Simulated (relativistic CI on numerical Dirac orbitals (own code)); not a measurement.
Ligand-field terms of d4

Computed with a parametric ligand-field model of a d^n configuration (Racah B and C, spin-orbit zeta, crystal field), exact diagonalisation.

Field parameters in Wybourne normalisation: Oh B⁴₀ = 21Dq, B⁴₄ = √(5/14) B⁴₀. The field is a parameter set, without covalency.

Question: Ground term and bands for B = 1020, C = 4600, ζ = 0 cm⁻¹, Oh, 10Dq = 35700 cm⁻¹?

Answer: Ground term 3T1 with 0.03 electrons in the two orbitals of the cubic e set. Spin-allowed: 3E 31604 cm⁻¹ (316 nm), 3T1 32792 cm⁻¹ (305 nm), 3T2 33957 cm⁻¹ (294 nm), 3A1 35606 cm⁻¹ (281 nm). Lowest spin-forbidden: 5E 8026 cm⁻¹ (1246 nm), 1T2 13111 cm⁻¹ (763 nm), 1E 14520 cm⁻¹ (689 nm).

Question: Ground term and bands for B = 1020, C = 4600, ζ = 0 cm⁻¹, Oh, 10Dq = 33660 cm⁻¹?

Answer: Ground term 3T1 with 0.03 electrons in the two orbitals of the cubic e set. Spin-allowed: 3E 29616 cm⁻¹ (338 nm), 3T1 30809 cm⁻¹ (325 nm), 3T2 31962 cm⁻¹ (313 nm), 3A1 33627 cm⁻¹ (297 nm). Lowest spin-forbidden: 5E 6047 cm⁻¹ (1654 nm), 1T2 13047 cm⁻¹ (766 nm), 1E 14465 cm⁻¹ (691 nm).

Question: Ground term and bands for B = 1020, C = 4600, ζ = 0 cm⁻¹, Oh, 10Dq = 19380 cm⁻¹?

Answer: Ground term 5E with 1.00 electrons in the two orbitals of the cubic e set. Spin-allowed: 5T2 19380 cm⁻¹ (516 nm). Lowest spin-forbidden: 3T1 7598 cm⁻¹ (1316 nm), 1T2 20077 cm⁻¹ (498 nm), 1E 21388 cm⁻¹ (468 nm).

Question: Ground term and bands for B = 1020, C = 4600, ζ = 0 cm⁻¹, Oh, 10Dq = 15300 cm⁻¹?

Answer: Ground term 5E with 1.00 electrons in the two orbitals of the cubic e set. Spin-allowed: 5T2 15300 cm⁻¹ (654 nm). Lowest spin-forbidden: 3T1 11380 cm⁻¹ (879 nm), 3E 23414 cm⁻¹ (427 nm), 1T2 23645 cm⁻¹ (423 nm).

Question: Ground term and bands for B = 1020, C = 4600, ζ = 0 cm⁻¹, Oh, 10Dq = 1020 cm⁻¹?

Answer: Ground term 5E with 1.00 electrons in the two orbitals of the cubic e set. Spin-allowed: 5T2 1020 cm⁻¹. Lowest spin-forbidden: 3T1 22385 cm⁻¹ (447 nm), 3E 22660 cm⁻¹ (441 nm), 3T2 23280 cm⁻¹ (430 nm).
